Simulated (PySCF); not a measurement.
Species: SnH2Me(NMe2), C₃H₁₁NSn.
Bonds: Sn1–C4, Sn1–N8, N8–C9, N8–C10. Hydrogens: H2, H3 on Sn1; H5, H6, H7 on C4; H11, H12, H13 on C9; H14, H15, H16 on C10.

Theory: PySCF, PBE0-D3(BJ)/def2-SVP geometry optimisation, gas phase, def2 core potentials past Kr.

Question: What internal coordinates does the optimisation give?

Answer: 
| bond | length (bohr) |
| --- | --- |
| Sn1–H2, Sn1–H3 | 3.244 |
| Sn1–C4 | 4.077 |
| Sn1–N8 | 3.874 |
| C4–H5, C4–H6, C4–H7 | 2.077 |
| N8–C9, N8–C10 | 2.717 |
| C9–H11 and 3 like bonds | 2.088 |
| C9–H13, C10–H15 | 2.104 |

Bonds in one row agree within 0.02 bohr and their mean is given. A selection of angles:
| angle | degrees |
| --- | --- |
| H2–Sn1–H3 | 112.5 |
| H2–Sn1–C4 | 110.6 |
| H2–Sn1–N8 | 104.9 |
| C4–Sn1–N8 | 112.7 |
| Sn1–C4–H5 | 110.0 |
| H5–C4–H6 | 109.0 |
| Sn1–N8–C9 | 118.7 |
| C9–N8–C10 | 113.4 |
| N8–C9–H11 | 110.5 |
| N8–C9–H13 | 114.2 |
| H11–C9–H12 | 106.8 |
| H11–C9–H13 | 106.4 |

Dihedral angles: C4–Sn1–N8–C9 71° (synclinal).

Sn1 (tin bonded to C, N and 2 H) is distorted tetrahedral (angles from 104.9° to 112.7°). N8 (nitrogen bonded to 2 C and Sn) has angles 118.7°, 118.6° and 113.4°, sum 350.6°, 0.29 Å off the plane of its three neighbours. Of the pairs four or more bonds apart, H11···H16 is among the closest relative to their van der Waals radii: 2.46 Å, 102 % of the sum of Bondi's values.

No frequency check. The numbers are those of one conformer.
